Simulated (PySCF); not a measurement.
PBE0 on Si- (silicon, charge -1), [Ne] 3s2 3p3, high-spin 4S determinant. Computed with PySCF 2.14 in aug-cc-pCVTZ-DK with one added diffuse shell each of s, p, d, f type (9s8p6d4f, 91 functions), with scalar relativity by spin-free X2C-1e.

```
cycle= 1 E= -289.917851102798  delta_E= -0.00481  |g|= 0.00904  |ddm|= 0.227
cycle= 2 E= -289.917926441021  delta_E= -7.53e-05  |g|= 0.00578  |ddm|= 0.0534
cycle= 3 E= -289.917967303354  delta_E= -4.09e-05  |g|= 0.00209  |ddm|= 0.027
cycle= 4 E= -289.917969514361  delta_E= -2.21e-06  |g|= 0.000284  |ddm|= 0.00471
cycle= 5 E= -289.917969711702  delta_E= -1.97e-07  |g|= 5.1e-05  |ddm|= 0.00269
cycle= 6 E= -289.917969724594  delta_E= -1.29e-08  |g|= 4.6e-06  |ddm|= 0.000819
cycle= 7 E= -289.917969724745  delta_E= -1.51e-10  |g|= 3.31e-07  |ddm|= 9.95e-05
converged SCF energy = -289.917969724745  <S^2> = 3.7503068  2S+1 = 4.0001534
```

Highest occupied orbital energy: 0.349 eV; ⟨L²⟩ = 0.00; populations by l: s 6.00, p 9.00, d 0.00, f 0.00.

**Question.** Can this result be used?

**Answer.** With care. The calculation finished and met its thresholds. At PBE0 the highest occupied level has a positive energy, so only the finite basis holds that electron; in a semilocal or global hybrid functional this comes from self-interaction and does not mean that the real anion is unbound.
